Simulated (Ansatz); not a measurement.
Mulliken charges of `[CH3][W]([NH2])(=[S])=[S]` from r2SCAN/def2-TZVPP in Ansatz (PBE0-D4/def2-TZVP geometry).

| atom | x (Å) | y (Å) | z (Å) | charge (e) |
| --- | --- | --- | --- | --- |
| C1 | -1.454 | -0.443 | 0.298 | -0.397 |
| W2 | 0.239 | 0.463 | -0.568 | 0.683 |
| N3 | 1.748 | -0.095 | 0.477 | -0.445 |
| S4 | 0.325 | -0.276 | -2.559 | -0.257 |
| S5 | -0.101 | 2.556 | -0.432 | -0.257 |
| H6 | -2.354 | -0.163 | -0.255 | 0.104 |
| H7 | -1.348 | -1.531 | 0.270 | 0.091 |
| H8 | -1.561 | -0.113 | 1.335 | 0.091 |
| H9 | 2.153 | 0.463 | 1.215 | 0.193 |
| H10 | 2.353 | -0.862 | 0.219 | 0.193 |

Problem. By hand: the dipole of these point charges (1 e Å = 4.8032 D).

Solution. Σ q r = (0.265, -0.295, 0.446) e Å, of length 0.597 e Å = 2.87 D.

Problem. How does the dipole of the full density compare? (Best estimate.)

Solution. The calculation gave: (0.339, -0.421, 0.628) e Å, 3.98 D; the point charges give 0.72 times that, at 2° from its direction.

Point charges leave out the atoms' own dipoles, such as those of lone pairs, and Mulliken's split depends on the basis, so the two needn't agree.
